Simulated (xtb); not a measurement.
C₃H₁₀OSi₂, SMILES C[C@@H]1O[C@H]([SiH3])[SiH2]1. All values are semi-empirical tight-binding results from xtb (GFN2-xTB unless named), good for trends rather than for accurate numbers. Geometry optimised at GFN2-xTB. The structure was generated by enumeration; whether it is a known compound was not checked.

Optimised geometry:

Bonds (Å): C1–C2 1.522, C1–H7 1.089, C1–H8 1.088, C1–H9 1.088, C2–O3 1.438, C2–Si6 1.924, C2–H10 1.098, O3–C4 1.456, C4–Si5 1.903, C4–Si6 1.918, C4–H11 1.097, Si5–H12 1.467, Si5–H13 1.465, Si5–H14 1.460, Si6–H15 1.461, Si6–H16 1.462. Angles (°): C2–C1–H7 110.2, C2–C1–H8 110.4, C2–C1–H9 109.8, H7–C1–H8 108.3, H7–C1–H9 109.0, H8–C1–H9 109.0, C1–C2–O3 111.8, C1–C2–Si6 117.9, C1–C2–H10 109.0, O3–C2–Si6 92.4, O3–C2–H10 108.1, Si6–C2–H10 116.2, C2–O3–C4 103.0, O3–C4–Si5 106.5, O3–C4–Si6 92.1, O3–C4–H11 108.3, Si5–C4–Si6 122.1, Si5–C4–H11 111.1, Si6–C4–H11 113.9, C4–Si5–H12 108.7, C4–Si5–H13 108.7, C4–Si5–H14 109.0, H12–Si5–H13 109.7, H12–Si5–H14 110.9, H13–Si5–H14 109.8, C2–Si6–C4 72.2, C2–Si6–H15 115.7, C2–Si6–H16 116.0, C4–Si6–H15 117.5, C4–Si6–H16 116.9, H15–Si6–H16 112.8.
Charge 0, spin multiplicity 1.

- orbital gap: 3.83 eV
- dipole moment: 2.22 D
- zero-point energy: 71.6 kcal/mol
- G − E(el) at 298.15 K (modified RRHO): 50.6 kcal/mol
- static polarisability (D4 model): 95.1 bohr³
- solvation energy, GFN2-xTB/ALPB(water): -0.9 kcal/mol
- solvation energy, GFN2-xTB/ALPB(octanol): -4.1 kcal/mol

Question: Give the atomic charges and the Wiberg bond orders between heavy atoms. (Estimate from the structure and the level; the computed values follow.)

Answer: charges (e) C1 -0.11, C2 0.01, O3 -0.38, C4 -0.09, Si5 0.45, Si6 0.46, H7 0.05, H8 0.03, H9 0.03, H10 0.01, H11 0.00, H12 -0.11, H13 -0.10, H14 -0.08, H15 -0.08, H16 -0.08. Bond orders C1–C2 1.02, C2–O3 0.98, O3–C4 0.98, C4–Si5 0.87, C2–Si6 0.86, C4–Si6 0.90.
